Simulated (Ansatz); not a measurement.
`C[O][Ge]([CH3])([F])[SH]` → `CF` + `C[O][Ge][SH]`  (germylene formation by 1,1-elimination)

Gas-phase electronic energies from Ansatz, PBE0-D4/def2-TZVP geometries. CCSD(T)/CBS adds triple-zeta CCSD(T) − MP2 to the extrapolated MP2 energy (def2 sets, frozen cores). This one scheme is used for every species. DFT in def2-TZVPP. B3LYP here is the variant with VWN-RPA as its local correlation; programs differ in this. For Ge outer-core shells are correlated without core-valence functions, which leaves a few kJ/mol of doubt a bond. Scalar relativity is left out up to krypton. Each species was taken in one conformer, which may not be the lowest.

| level | ΔE (kJ/mol) |
| --- | --- |
| B3LYP-D4 | 190.8 |
| PBE0 | 209.7 |
| MP2/def2-QZVPP | 243.9 |
| CCSD/CBS(def2) | 222.3 |

Q: What does CCSD(T)/CBS give? (Best estimate.)

A: Ansatz gave: +222.4 kJ/mol. The listed levels differ from it by -31.6, -12.7, 21.5, -0.1 kJ/mol.

Largest T1 diagnostic among the species: 0.015.

From PBE to PBE0 (25 % exact exchange), in def2-TZVPP and without D4, ΔE moves by +24.2 kJ/mol. The D4 term adds +13.0 kJ/mol with B3LYP and +7.5 kJ/mol with PBE0; it sums over pairs of atoms, weighted by their polarisabilities, and B3LYP, whose exchange is more repulsive, gets the larger term.
